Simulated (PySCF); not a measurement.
How methods differ on the excitation energy of Sc

Sc [Ar] 3d1 4s2 (2D) → Sc [Ar] 3d2 4s1 (4F), as a difference of total energies. Calculation: PySCF 2.14, in def2-QZVPPD (11s6p5d3f2g, 93 functions); no relativity, point nucleus. Correlated levels: valence: [Ar] frozen; valence and next inner shell: [Ne] frozen. The calculations carry no spin-orbit coupling.

| method | excitation energy (cm⁻¹) |
| --- | --- |
| UHF | 7990.3 |
| LDA | 4226.6 |
| PBE | 3809.7 |
| PBE0 | 4763.3 |
| MN15 | 11090 |
| revPBE | 3793.5 |
| LC-wPBE | 4579.2 |
| MP2 (valence) | 11518 |
| SCS-MP2 (valence) | 14230 |
| MP2 (valence and next inner shell) | 10318 |

Question: Estimate what r2SCAN0 gives.

Answer: 3705.6 cm⁻¹, closest to revPBE among the rows shown.

Question: Estimate what SCS-MP2 (valence and next inner shell) gives.

Answer: 12795 cm⁻¹, closest to MP2 (valence) among the rows shown.

These non-relativistic numbers lack the scalar-relativistic shift.

Errors of the correlated levels include the incompleteness of this basis and the frozen core.

For comparison: 11509 cm⁻¹ (measured; NIST levels, between the centres of gravity of the two terms).
